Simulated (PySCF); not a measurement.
AlBGeH5O (calculated)

All values are calculated (PySCF 2.14.0). Calculation on a computer-drawn molecule: the log of a Hartree-Fock and frozen-core CCSD(T) single point meant for a local Hartree-Fock minimum, with one planted fault or none, to be diagnosed. Offsets are logged minus clean, where the clean run is the same molecule without the fault. The reference is restricted for singlets and unrestricted otherwise, and also for a bond in bohr or an excited solution. Adding or removing an electron swaps singlet and doublet. The excited solution moves the top pair (singlet) or top alpha electron (doublet) to the lowest empty orbital. Highest occupied and lowest empty are orbital energies over both spins, largest force is the largest gradient component, triples share is (T) over the correlation energy, the T1 limit is 0.02 restricted and 0.045 unrestricted, electrons count all cores, a negative frequency is imaginary (commonest isotopes), and the dipole is about the centre of nuclear charge; on germanium a core potential holds 10 electrons, which the energies leave out, and 3d is frozen in MP2 and coupled-cluster steps.

```xyz
9
formula=AlBGeH5O meant_charge=0 meant_multiplicity=2 meant_basis=cc-pV(D+d)Z meant_basis_and_core_potential_on_germanium=cc-pVDZ-PP_ECP10MDF logged_electrons=63 logged_basis_functions=99 logged_SCF_converged=yes logged_spin_squared=0.7581 logged_highest_occupied=-7.7136 logged_lowest_empty=0.77605 logged_largest_force=1.919e-05 logged_lowest_frequency=42.454 logged_T1_diagnostic=0.01861 logged_D1_diagnostic=0.064238 logged_triples_share=0.025364 logged_CC_converged=yes logged_dipole_magnitude=1.0008 logged_SCF_stable_within_its_kind=yes logged_energy_HF=-637.77436 logged_energy_CCSD(T)=-638.24769 possible_faults=no_fault,one_electron_removed,one_electron_added,multiplicity_raised_by_two,geometry_at_a_saddle_point,SCF_held_on_an_excited_solution,minimal_basis_STO-3G,one_bond_length_entered_in_bohr,all_coordinates_scaled
B     -1.7056     2.7560    -2.1114
Ge    -1.0265     0.9408    -2.4472
O      0.6771     0.5598    -2.5765
Al     2.3421     0.3421    -2.6612
H     -0.9367     3.6629    -1.9867
H     -2.8916     2.8957    -2.0425
H     -1.7808    -0.3706    -2.6398
H      3.1322     0.0295    -1.3355
H      3.0473     0.4468    -4.0652
```

Units: logged_highest_occupied, logged_lowest_empty in eV; logged_largest_force in hartree/bohr; logged_lowest_frequency in cm⁻¹; logged_dipole_magnitude in debye; logged_energy_HF, logged_energy_CCSD(T) in hartree.

Drawn bonds:
```
atom  other atom  order
   1           2      1
   2           3      1
   3           4      1
   1           5      1
   1           6      1
   2           7      1
   4           8      1
   4           9      1
```

Q: Which fault was planted in the run of AlBGeH5O?
A: no fault

Further results for AlBGeH5O:

```
HF energy offset from clean run      : 0 kcal/mol
CCSD(T) energy offset from clean run : 0 kcal/mol
```
